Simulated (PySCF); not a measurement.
**Pb: excitation energy**

Pb [Xe] 4f14 5d10 6s2 6p2 (3P) → Pb [Xe] 4f14 5d10 6s1 6p3 (5S), as a difference of total energies. Calculation: PySCF 2.14, in def2-TZVPPD with the def2 core potential (60 electrons) (7s5p4d2f, 56 functions); a scalar-relativistic core potential. Correlated levels: valence: 5s2 5p6 5d10 frozen. The calculations carry no spin-orbit coupling.

```tsv
method	excitation energy (cm⁻¹)
UHF	37868
MP2 (valence)	42947
SCS-MP2 (valence)	45250
CCSD (valence)	44157
CCSD(T) (valence)	44338
```

Spin-orbit coupling is strong in these open shells (close to jj coupling). The scalar numbers leave it out and a first-order estimate fails, so it can dominate the gap to the real levels.
